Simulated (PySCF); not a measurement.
C6H7F2N.
SMILES with atom numbers: `[N:1]#[C:2][C@@:3]1([F:4])[CH2:5][CH2:6][C@@H:7]([F:8])[CH2:9]1` (hydrogens: H10, H11 on C5; H12, H13 on C6; H14 on C7; H15, H16 on C9)

The same species was optimised twice, with GFN2-xTB and with PBE0-D3(BJ)/def2-SVP (PySCF), and the same property calculations (PySCF, gas phase) were run on both structures.

```tsv
coordinate	GFN2-xTB	PBE0-D3(BJ)/def2-SVP	change
C2–C3 (Å)	1.452	1.468	+0.016
N1≡C2 (Å)	1.142	1.156	+0.014
C3–F4 (Å)	1.392	1.384	-0.008
C3–C5 (Å)	1.535	1.529	-0.006
C6–C7 (Å)	1.527	1.521	-0.006
C5–C6 (Å)	1.527	1.524	-0.003
C7–C9 (Å)	1.534	1.531	-0.003
C3–C9 (Å)	1.542	1.540	-0.002
C7–F8 (Å)	1.382	1.383	+0.001
C2–C3–C5 (°)	112.4	113.8	+1.4
C3–C5–C6 (°)	103.3	101.9	-1.4
C2–C3–C9 (°)	112.4	113.7	+1.3
F4–C3–C5 (°)	109.0	108.1	-0.9
C5–C6–C7 (°)	103.6	102.7	-0.9
F8–C7–C9 (°)	109.2	108.4	-0.8
C6–C7–F8 (°)	109.3	108.6	-0.7
C2–C3–F4 (°)	108.4	107.7	-0.7
```

Rotational constants: A = 2668, B = 1250, C = 1084 MHz (GFN2-xTB) against A = 2766, B = 1231, C = 1078 MHz (PBE0-D3(BJ)/def2-SVP). Point groups within 0.08 Å: C1 and C1.

On the GFN2-xTB structure: isotropic polarisability (au) 70.7 [CAM-B3LYP/def2-SVPD]; HOMO (eV) -10.98 [CAM-B3LYP/def2-SVPD]; LUMO (eV) 0.90 [CAM-B3LYP/def2-SVPD]; dipole (D) 3.96 [CAM-B3LYP/def2-SVPD]; HOMO (eV) -9.47 [PBE0/pcSseg-1]; LUMO (eV) -0.02 [PBE0/pcSseg-1]; dipole (D) 3.90 [PBE0/pcSseg-1]; GIAO shielding of N1 (ppm) -42.4 [PBE0/pcSseg-1]; GIAO shielding of C2 (ppm) 63.4 [PBE0/pcSseg-1]; GIAO shielding of C3 (ppm) 93.4 [PBE0/pcSseg-1]; GIAO shielding of F4 (ppm) 344.3 [PBE0/pcSseg-1]; GIAO shielding of C5 (ppm) 143.5 [PBE0/pcSseg-1]; GIAO shielding of C6 (ppm) 149.8 [PBE0/pcSseg-1]; GIAO shielding of C7 (ppm) 88.5 [PBE0/pcSseg-1]; GIAO shielding of F8 (ppm) 365.5 [PBE0/pcSseg-1].

What do these properties become on the PBE0-D3(BJ)/def2-SVP structure?

```json
{"property": "isotropic polarisability (au)", "level": "CAM-B3LYP/def2-SVPD", "on GFN2-xTB": "70.7", "on PBE0-D3(BJ)/def2-SVP": "71.5", "change": "+0.8"}
{"property": "HOMO (eV)", "level": "CAM-B3LYP/def2-SVPD", "on GFN2-xTB": "-10.98", "on PBE0-D3(BJ)/def2-SVP": "-10.94", "change": "+0.04"}
{"property": "LUMO (eV)", "level": "CAM-B3LYP/def2-SVPD", "on GFN2-xTB": "0.90", "on PBE0-D3(BJ)/def2-SVP": "0.89", "change": "-0.01"}
{"property": "dipole (D)", "level": "CAM-B3LYP/def2-SVPD", "on GFN2-xTB": "3.96", "on PBE0-D3(BJ)/def2-SVP": "3.91", "change": "-0.05"}
{"property": "energy, GFN2-xTB geometry as zero (kcal/mol)", "level": "CAM-B3LYP/def2-SVPD", "on GFN2-xTB": "0.0", "on PBE0-D3(BJ)/def2-SVP": "-0.6", "change": "-0.6"}
{"property": "HOMO (eV)", "level": "PBE0/pcSseg-1", "on GFN2-xTB": "-9.47", "on PBE0-D3(BJ)/def2-SVP": "-9.45", "change": "+0.02"}
{"property": "LUMO (eV)", "level": "PBE0/pcSseg-1", "on GFN2-xTB": "-0.02", "on PBE0-D3(BJ)/def2-SVP": "-0.03", "change": "-0.01"}
{"property": "dipole (D)", "level": "PBE0/pcSseg-1", "on GFN2-xTB": "3.90", "on PBE0-D3(BJ)/def2-SVP": "3.85", "change": "-0.05"}
{"property": "energy, GFN2-xTB geometry as zero (kcal/mol)", "level": "PBE0/pcSseg-1", "on GFN2-xTB": "0.0", "on PBE0-D3(BJ)/def2-SVP": "-0.8", "change": "-0.8"}
{"property": "GIAO shielding of N1 (ppm)", "level": "PBE0/pcSseg-1", "on GFN2-xTB": "-42.4", "on PBE0-D3(BJ)/def2-SVP": "-49.0", "change": "-6.6"}
{"property": "GIAO shielding of C2 (ppm)", "level": "PBE0/pcSseg-1", "on GFN2-xTB": "63.4", "on PBE0-D3(BJ)/def2-SVP": "61.1", "change": "-2.3"}
{"property": "GIAO shielding of C3 (ppm)", "level": "PBE0/pcSseg-1", "on GFN2-xTB": "93.4", "on PBE0-D3(BJ)/def2-SVP": "93.5", "change": "+0.1"}
{"property": "GIAO shielding of F4 (ppm)", "level": "PBE0/pcSseg-1", "on GFN2-xTB": "344.3", "on PBE0-D3(BJ)/def2-SVP": "345.6", "change": "+1.3"}
{"property": "GIAO shielding of C5 (ppm)", "level": "PBE0/pcSseg-1", "on GFN2-xTB": "143.5", "on PBE0-D3(BJ)/def2-SVP": "144.1", "change": "+0.6"}
{"property": "GIAO shielding of C6 (ppm)", "level": "PBE0/pcSseg-1", "on GFN2-xTB": "149.8", "on PBE0-D3(BJ)/def2-SVP": "149.8", "change": "0.0"}
{"property": "GIAO shielding of C7 (ppm)", "level": "PBE0/pcSseg-1", "on GFN2-xTB": "88.5", "on PBE0-D3(BJ)/def2-SVP": "90.5", "change": "+2.0"}
{"property": "GIAO shielding of F8 (ppm)", "level": "PBE0/pcSseg-1", "on GFN2-xTB": "365.5", "on PBE0-D3(BJ)/def2-SVP": "364.7", "change": "-0.8"}
```

The heavy atoms differ by 0.064 Å rms after alignment. Among bonds between heavy atoms C2–C3 changes most (+0.016 Å). Changes are differences of the printed values. Neither structure is proved a minimum here.
